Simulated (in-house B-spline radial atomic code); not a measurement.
How numerical settings move a run on neutral chromium, [Ar] 3d5 4s1. Computed with an all-electron radial atomic-structure program (B-spline basis): Dirac-Kohn-Sham PBE0, spherical fractional occupations, Fermi nucleus of rms radius 3.6452 fm.

Command:
```bash
python run_scf.py task.json out
```
Settings of the sound reference run:
```
Z                24
electrons        24
configuration    [Ar] 3d5 4s1
hamiltonian      dirac
method           pbe0
spin_polarised   False
nucleus          fermi
rms_radius       3.6452
mass_number      52
atomic_mass      51.9405
speed_of_light   137.036
knot_spacing     0.22
spline_order     8
gauss_points     12
box_radius       50
max_iterations   70
damping          0.5
damped_steps     3
diis_vectors     10
tolerance        1e-08
start            Thomas-Fermi
```

Run time, properties included: 2.4 s on 1 thread of Intel(R) Xeon(R) Platinum 8375C CPU @ 2.90GHz (shared host).

It converges in 11 iterations to -1050.339677 hartree, with 3d5/2 at -3.11691 eV. The other runs change the listed settings, some to values that make no sense; their results aren't properties of the atom or ion. Radii are in bohr (the nuclear one in fm), a minus after a letter asks for a j subshell, and «unchanged» means within 1e-8 hartree. The run stops when the residual is below 10 × tolerance × max(1, Z/10), or a noise floor if that is larger, and the energy moves by less than 1e-8 × √|E| hartree; so very loose and very tight tolerances often act alike.

| changed settings | outcome |
| --- | --- |
| box_radius = 3 | converged in 9 iterations, energy +1.32e+00 hartree from the reference, 3d5/2 level +1.5e+01 eV (the program warns: 3d5/2 has a positive eigenvalue: unbound, held by the box; 3d3/2 has a positive eigenvalue: unbound, held by the box) |
| box_radius = 5 | converged in 10 iterations, energy +1.22e-01 hartree from the reference, 3d5/2 level +3.0e+00 eV (the program warns: 3d5/2 reaches the box edge; 3p1/2 reaches the box edge) |
| box_radius = 25 | converged in 11 iterations, energy unchanged |
| knot_spacing = 1 | converged in 11 iterations, energy +5.64e+00 hartree from the reference, 3d5/2 level -2.6e-02 eV |
| knot_spacing = 0.75 | converged in 11 iterations, energy +8.35e-01 hartree from the reference, 3d5/2 level -5.9e-03 eV |
| knot_spacing = 0.55 | converged in 11 iterations, energy +1.17e-02 hartree from the reference, 3d5/2 level -1.4e-03 eV |
| gauss_points = 3, max_iterations = 2 | not converged after 2 iterations, last residual 4.5e-01, last energy +6.56e+00 hartree from the reference |
| knot_spacing = 0.15 | converged in 11 iterations, energy -7.50e-07 hartree from the reference, 3d5/2 level -4.1e-07 eV |
| knot_spacing = 0.1 | converged in 11 iterations, energy -1.04e-06 hartree from the reference, 3d5/2 level -3.1e-07 eV |
| box_radius = 2, max_iterations = 2, damping = 0.95, damped_steps = 0 | not converged after 2 iterations, last residual 4.8e-02, last energy +7.43e+00 hartree from the reference |
| spline_order = 3, max_iterations = 50, damping = 0.8 | converged in 13 iterations, energy +2.24e-02 hartree from the reference, 3d5/2 level -3.0e-03 eV |
| damping = 0 | converged in 15 iterations, energy unchanged, 3d5/2 level +1.4e-05 eV |
| gauss_points = 6, box_radius = 7.5, max_iterations = 50, diis_vectors = 0 | converged in 28 iterations, energy +1.00e-02 hartree from the reference, 3d5/2 level +5.0e-01 eV (the program warns: 3d5/2 reaches the box edge; 3d3/2 reaches the box edge) |
| damping = 0.2 | converged in 14 iterations, energy unchanged, 3d5/2 level -1.5e-05 eV |
| knot_spacing = 0.4 | converged in 11 iterations, energy +1.27e-04 hartree from the reference, 3d5/2 level +7.3e-05 eV |
| knot_spacing = 0.3 | converged in 11 iterations, energy +7.03e-06 hartree from the reference, 3d5/2 level -6.2e-06 eV |
| box_radius = 15 | converged in 11 iterations, energy +6.05e-06 hartree from the reference, 3d5/2 level +1.1e-03 eV (the program warns: 3d5/2 reaches the box edge; 3d3/2 reaches the box edge) |
| knot_spacing = 2 | converged in 10 iterations, energy +1.81e+02 hartree from the reference, 3d5/2 level -2.2e+01 eV (the program warns: 2s1/2 reaches the box edge; 2p1/2 reaches the box edge) |
| knot_spacing = 1.4 | converged in 11 iterations, energy +3.41e+01 hartree from the reference, 3d5/2 level -7.9e-01 eV |

Question: What happens with damping = 0.8?

Answer: Converged in 13 iterations, energy unchanged, 3d5/2 level +3.4e-06 eV.

Question: What happens with box_radius = 10?

Answer: Converged in 11 iterations, energy +8.94e-04 hartree from the reference, 3d5/2 level +7.7e-02 eV (the program warns: 3d5/2 reaches the box edge; 3d3/2 reaches the box edge).

Question: What happens with method = tpss,tpss?

Answer: Stopped with error: meta-GGAs are not served with the Dirac Hamiltonian.

Question: What happens with damping = 0.95?

Answer: Converged in 14 iterations, energy unchanged, 3d5/2 level -2.8e-05 eV.
